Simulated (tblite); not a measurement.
Si8H20N12 (silsesquioxane type) at step 2 of a GFN2-xTB optimisation (tblite, gas phase), coordinates in Å:

```
  1 Si    2.259   -0.001    1.601
  2 Si    0.002    2.260    1.603
  3 Si   -2.263    0.001    1.600
  4 Si   -0.002   -2.261    1.602
  5 Si    2.263    0.003   -1.602
  6 Si    0.000    2.266   -1.600
  7 Si   -2.262   -0.001   -1.595
  8 Si    0.000   -2.261   -1.600
  9 N     1.476    1.478    2.087
 10 H     1.992    1.992    2.821
 11 N    -1.477    1.480    2.089
 12 H    -1.995    1.991    2.819
 13 N     1.477   -1.475    2.092
 14 H     1.996   -1.996    2.818
 15 N    -1.477   -1.483    2.094
 16 H    -1.993   -1.991    2.822
 17 N     2.957    0.000   -0.001
 18 H     3.990   -0.004   -0.001
 19 N    -0.001    2.957   -0.004
 20 H     0.003    3.990    0.002
 21 N     1.479    1.477   -2.089
 22 H     1.993    1.994   -2.819
 23 N    -2.958    0.003   -0.005
 24 H    -3.984   -0.005    0.000
 25 N    -1.481    1.478   -2.091
 26 H    -1.999    1.994   -2.818
 27 N     0.001   -2.956   -0.001
 28 H     0.000   -3.987    0.001
 29 N     1.479   -1.476   -2.090
 30 H     1.997   -1.996   -2.819
 31 N    -1.477   -1.475   -2.091
 32 H    -1.994   -1.993   -2.819
 33 H     3.413   -0.001    2.412
 34 H     0.002    3.406    2.413
 35 H    -3.410    0.001    2.409
 36 H     0.000   -3.407    2.407
 37 H     3.406    0.000   -2.413
 38 H     0.001    3.410   -2.412
 39 H    -3.410   -0.004   -2.412
 40 H    -0.004   -3.409   -2.411
```

Problem. What are the forces on the atoms (eV/Å)?

Solution. 
```
  1 Si   -0.48    0.02   -0.54
  2 Si   -0.07   -0.58   -0.73
  3 Si    0.78   -0.09   -0.57
  4 Si    0.10    0.70   -0.65
  5 Si   -0.74   -0.09    0.59
  6 Si   -0.06   -0.86    0.40
  7 Si    0.66    0.05    0.23
  8 Si    0.03    0.71    0.49
  9 N     0.21    0.08    0.22
 10 H    -0.58   -0.59   -0.84
 11 N    -0.16   -0.02    0.11
 12 H     0.56   -0.53   -0.77
 13 N     0.07   -0.19    0.19
 14 H    -0.60    0.61   -0.85
 15 N    -0.19    0.21   -0.01
 16 H     0.50    0.47   -0.69
 17 N     0.18    0.00    0.08
 18 H    -1.18    0.00    0.01
 19 N     0.01    0.19    0.27
 20 H     0.00   -1.16   -0.02
 21 N     0.00    0.22   -0.15
 22 H    -0.56   -0.57    0.80
 23 N    -0.03   -0.02    0.31
 24 H     0.96    0.00   -0.02
 25 N     0.02    0.14   -0.08
 26 H     0.57   -0.57    0.80
 27 N    -0.01   -0.11    0.07
 28 H     0.00    1.11   -0.01
 29 N     0.11   -0.16   -0.18
 30 H    -0.61    0.61    0.86
 31 N    -0.07   -0.13   -0.11
 32 H     0.56    0.57    0.80
 33 H     1.28    0.01    0.91
 34 H     0.00    1.45    1.01
 35 H    -1.43    0.00    1.01
 36 H     0.01   -1.50    1.06
 37 H     1.49    0.00   -1.05
 38 H     0.00    1.43   -1.02
 39 H    -1.33    0.00   -0.94
 40 H     0.00   -1.41   -1.00
```
